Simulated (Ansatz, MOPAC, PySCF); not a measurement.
Bond stretch in BH, singlet.

- UKS-B3LYP/6-31G* = unrestricted B3LYP/6-31G*, spherical d (PySCF)
- RMP2 = MP2 on RHF/cc-pVTZ, frozen core in Ansatz (a first-principles code)
- RKS-B3LYP/6-311+G** = restricted B3LYP/6-311+G**, spherical d (PySCF 2.14.0)
- AM1, restricted, heats of formation (MOPAC)
- FCI = full CI/cc-pVTZ, frozen core (Ansatz)

Energies are in kJ/mol, each relative to the lowest point of its own curve near equilibrium.

```csv
R / Å,UKS-B3LYP/6-31G*,RMP2,RKS-B3LYP/6-311+G**,AM1,FCI
0.98,101.1,92.6,93.5,108.8,95.4
1.06,41.5,36.2,37.6,46.3,38.4
1.12,16.6,13.3,14.5,17.3,14.9
1.17,5.3,3.4,4.2,4.1,4.4
1.22,0.4,0.0,0.2,0.0,0.2
1.24,0.0,0.1,0.0,0.6,0.0
1.26,…,1.0,0.5,2.4,0.5
1.32,4.7,7.2,5.6,…,5.6
1.38,13.4,17.7,14.9,…,14.8
1.44,25.1,31.3,27.1,55.2,26.9
1.54,49.0,58.5,51.8,99.9,51.3
1.64,76.0,88.8,79.4,…,78.5
1.87,141.5,161.4,145.3,254.6,141.9
2.05,191.2,215.8,194.5,330.0,187.5
2.21,232.5,260.5,234.6,389.1,222.9
2.49,283.1,329.2,295.9,…,272.2
2.78,312.3,387.2,347.6,541.6,306.5
3.05,328.2,429.6,386.3,588.4,325.9
3.35,338.8,464.4,420.3,627.3,337.7
3.79,346.4,494.6,456.8,667.6,345.1
4.35,349.5,502.5,486.7,701.8,347.8
4.97,350.2,481.1,506.4,…,348.5
```

Some entries are withheld; supply them.


- 1.26, UKS-B3LYP/6-31G*: 0.3
- 1.32, AM1: 13.7
- 1.38, AM1: 32.0
- 1.64, AM1: 147.5
- 2.49, AM1: 474.6
- 4.97, AM1: 727.6

The unrestricted determinant behind UKS-B3LYP/6-31G* is spin-contaminated at 0.98 to 1.32, 2.21 to 4.97 Å (<S²> up to 1.0, against 0.00 for a pure singlet). The restricted form behind RMP2, RKS-B3LYP/6-311+G**, AM1 keeps the bonding electrons paired and can't separate into open-shell fragments. The T1 diagnostic of CCSD on the restricted reference of RMP2 exceeds 0.045 at 2.49 to 4.97 Å.
